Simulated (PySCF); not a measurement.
## Radial density of Cr¹⁶⁺ (chromium, charge +16)

TPSSh, [He] 2s2 2p4, high-spin 3P determinant. Computed with PySCF 2.14 in an even-tempered Gaussian basis (18 s from 2.4 bohr⁻², ratio 2.2; 11 p from 3.1 bohr⁻², ratio 2.2; 6 d from 18 bohr⁻², ratio 2.4; 5 f from 27 bohr⁻², ratio 2.4; 5 g from 40 bohr⁻², ratio 2.4), with no relativity, point nucleus.

| r (bohr) | 4πr²ρ (e/bohr) | 4πr²(ρα − ρβ) |
| --- | --- | --- |
| 0.00102 | 0.1151 | 0.0000 |
| 0.00171 | 0.3151 | 0.0000 |
| 0.00288 | 0.8430 | 0.0001 |
| 0.00484 | 2.171 | 0.0004 |
| 0.00813 | 5.243 | 0.0018 |
| 0.0137 | 11.37 | 0.0106 |
| 0.0230 | 20.60 | 0.0656 |
| 0.0387 | 27.77 | 0.3648 |
| 0.0651 | 24.23 | 1.6101 |
| 0.110 | 17.49 | 4.8448 |
| 0.184 | 22.58 | 7.8874 |
| 0.310 | 15.82 | 4.6951 |
| 0.521 | 2.019 | 0.5427 |
| 0.877 | 0.01612 | 0.0041 |
